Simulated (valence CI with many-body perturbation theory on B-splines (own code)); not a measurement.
Values are calculated unless marked as measured or tabulated.
Eu⁴⁰⁺: magnetic and hyperfine properties of the levels

Method: relativistic CI+MBPT: five valence electrons over a frozen Dirac-Fock core [Ar], a basis of 7 s, 7 p, 8 d, 6 f, 4 g, 1 h functions for each j, with the one-electron correlation potential Σ1, the two-electron term Σ2, the three-electron term Σ3, Breit, model QED; selected CI, second order for the rest (own B-spline code, finite nucleus).

No measured spectrum was set against this ion. As an estimate, large intervals hold to a few tenths of a per cent, small ones and those within an open d or f shell to about a per cent. Only levels of the ground parity were solved; by the run's estimate the other parity begins above the list, which can be wrong where configurations are misplaced.

A/g_I is the dipole constant over the nuclear g factor μ/I (μ in nuclear magnetons, uniformly magnetised nucleus), B/Q the quadrupole constant per barn. Both hold the static response of the core; the bare values leave it out. Large factors of s and p1/2 electrons are usually good to 5 to 10 %; those of open d and f shells near neutrality can be off by tens of per cent, and small factors of p3/2, d and f electrons come from cancelling terms and can be off by a factor of two or in sign, in half-filled shells by more. B is blank for J = 1/2, where it vanishes, and for nearly pure S terms. Energies count from the lowest level.

Levels are named by their leading jj configuration (3d3/2^4 stands for four electrons in 3d with j = 3/2), which in mixed levels can hold well under half, so a name can repeat and another be missing. Letters in brackets count levels of one name in rising energy.

```tsv
Level	E (cm⁻¹)	g	A/g_I (MHz)	A/g_I bare	B/Q (MHz/b)	B/Q bare
(3d3/2^4 3d5/2) J=5/2	0	1.416	16700	17500	29400	29800
(3d3/2^3 3d5/2^2) J=5/2 [a]	186460	1.314	12900	13600	17400	17600
(3d3/2^3 3d5/2^2) J=7/2 [a]	266920	1.151	24300	24700	38400	39000
(3d3/2^3 3d5/2^2) J=3/2 [a]	275520	1.213	29100	29500	32300	32800
(3d3/2^3 3d5/2^2) J=11/2	277670	1.122	30400	30700	39.9	-17.2
(3d3/2^3 3d5/2^2) J=9/2	307550	1.142	27300	27600	38500	39000
(3d3/2^3 3d5/2^2) J=5/2 [b]	324570	1.144	27800	28200	2690	2750
(3d3/2^3 3d5/2^2) J=1/2	337540	1.853	-14900	-13200		
(3d3/2^3 3d5/2^2) J=7/2 [b]	361250	1.097	32600	32800	-38200	-38800
(3d3/2^3 3d5/2^2) J=3/2 [b]	445120	0.793	52200	51900	-36000	-36500
(3d3/2^2 3d5/2^3) J=5/2 [a]	450410	1.248	13200	13700	2260	2300
(3d3/2^2 3d5/2^3) J=7/2 [a]	498110	1.212	20800	21300	-4560	-4630
(3d3/2^2 3d5/2^3) J=11/2	504360	1.078	30300	30500	1260	1280
(3d3/2^2 3d5/2^3) J=9/2 [a]	518260	1.142	26100	26500	-6080	-6180
(3d3/2^2 3d5/2^3) J=1/2 [a]	538310	0.538	76300	75500		
(3d3/2^2 3d5/2^3) J=13/2	538590	1.069	32300	32500	-60.4	-55.2
(3d3/2^2 3d5/2^3) J=3/2 [a]	547880	1.182	25500	25900	2410	2440
(3d3/2^2 3d5/2^3) J=5/2 [b]	560050	1.019	34900	35000	-6580	-6660
(3d3/2^2 3d5/2^3) J=9/2 [b]	594920	1.100	29600	29800	1780	1800
(3d3/2^2 3d5/2^3) J=7/2 [b]	611000	0.984	39300	39300	-1330	-1360
(3d3/2^2 3d5/2^3) J=5/2 [c]	621730	1.040	33500	33700	7410	7510
(3d3/2^2 3d5/2^3) J=3/2 [b]	636170	0.824	49000	48700	3840	3920
(3d3/2^2 3d5/2^3) J=7/2 [c]	663630	1.043	35500	35600	3520	3570
(3d3/2^2 3d5/2^3) J=1/2 [b]	665790	1.811	-15100	-13600		
(3d3/2^2 3d5/2^3) J=9/2 [c]	718020	1.105	29300	29600	23000	23400
(3d3/2 3d5/2^4) J=5/2 [a]	753160	1.238	15700	16200	-20600	-20800
(3d3/2 3d5/2^4) J=7/2 [a]	811260	1.186	22900	23300	-49900	-50600
(3d3/2^2 3d5/2^3) J=3/2 [c]	822190	1.121	25600	25900	-20000	-20300
(3d3/2 3d5/2^4) J=11/2	824150	1.065	31500	31700	-1390	-1350
(3d3/2^2 3d5/2^3) J=5/2 [d]	829280	1.133	24100	24500	20600	20900
(3d3/2 3d5/2^4) J=3/2 [a]	838560	0.998	33700	33700	-34000	-34500
(3d3/2 3d5/2^4) J=9/2	877630	1.110	28000	28300	-57200	-58000
(3d3/2 3d5/2^4) J=5/2 [b]	907310	1.112	27600	27900	3540	3600
(3d3/2 3d5/2^4) J=7/2 [b]	926600	0.989	35800	35800	52000	52800
(3d3/2 3d5/2^4) J=1/2	990970	1.105	-3300	-2980		
(3d3/2 3d5/2^4) J=3/2 [b]	1084700	0.879	50700	50600	51500	52300
(3d5/2^5) J=5/2	1132800	1.148	22600	23000	-56200	-57000
```

(1) Take the isotope of mass number 153, with I = 5/2, μ = 1.5294 μN and Q = 2.41 b. What is the hyperfine structure of (3d3/2^4 3d5/2) J=5/2?

Answers

(1) From the table A = 10200 MHz, B = 71000 MHz. Shifts from the centre of gravity in MHz: F = 0: -39600, F = 1: -46400, F = 2: -53700, F = 3: -48600, F = 4: -12100, F = 5: 81500.
